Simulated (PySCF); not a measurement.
CeSe: frontier orbitals

r²SCAN at R = 2.464 Å; basis Ce x2c-SVPall, Se x2c-SVPall; spin-free X2C with a Gaussian nucleus; PySCF 2.14. State: triplet, about 1.3 electrons in the 4f shell (Mulliken), real f orbitals that mix terms. Only the outer orbitals are listed, counted within each symmetry.

| spin | orbital | occ. | ε (eV) | on Ce (%) | main shells (%) |
| --- | --- | --- | --- | --- | --- |
| α | 18σ | 1 | -15.10 | 11 | 90 Se s |
| α | 19σ | 1 | -5.39 | 32 | 66 Se p, 18 Ce d |
| α | 10π | 1 | -5.33 | 28 | 72 Se p, 22 Ce d |
| α | 10π | 1 | -5.33 | 28 | 72 Se p, 22 Ce d |
| α | 4δ | 1 | -4.48 | 100 | 98 Ce f |
| α | 20σ | 1 | -3.69 | 98 | 60 Ce s, 26 Ce d |
| α | 1φ | 0 | -3.50 | 100 | 98 Ce f |
| α | 1φ | 0 | -3.50 | 100 | 98 Ce f |
| α | 21σ | 0 | -3.40 | 99 | 82 Ce f, 14 Ce s |
| β | 18σ | 1 | -15.13 | 11 | 89 Se s |
| β | 19σ | 1 | -5.32 | 30 | 68 Se p, 20 Ce d |
| β | 10π | 1 | -5.32 | 23 | 76 Se p, 18 Ce d |
| β | 10π | 1 | -5.32 | 23 | 76 Se p, 18 Ce d |
| β | 1φ | 0 | -2.60 | 100 | 100 Ce f |
| β | 1φ | 0 | -2.60 | 100 | 100 Ce f |
| β | 4δ | 0 | -2.38 | 100 | 98 Ce f |

Which are the highest filled and the lowest empty level, where do they sit, and how wide is the gap?

Highest filled α 20σ at -3.69 eV (in %: 60 Ce s, 26 Ce d); lowest empty α 1φ at -3.50 eV (in %: 98 Ce f); the gap at r²SCAN is 0.19 eV.

```
bond order (Mayer)                               : 2.50
⟨S²⟩                                             : 2.014
charge on Ce (Mulliken, basis-dependent)         : 0.28
charge on Ce (Löwdin, basis-dependent)           : -0.11
dipole moment (positive dipole means Ce(−)Se(+)) : -6.23 D
```

Spin–orbit coupling is left out. The state is the lowest single determinant that the PBE0 search found; with open d or f shells the true ground state can be another one.
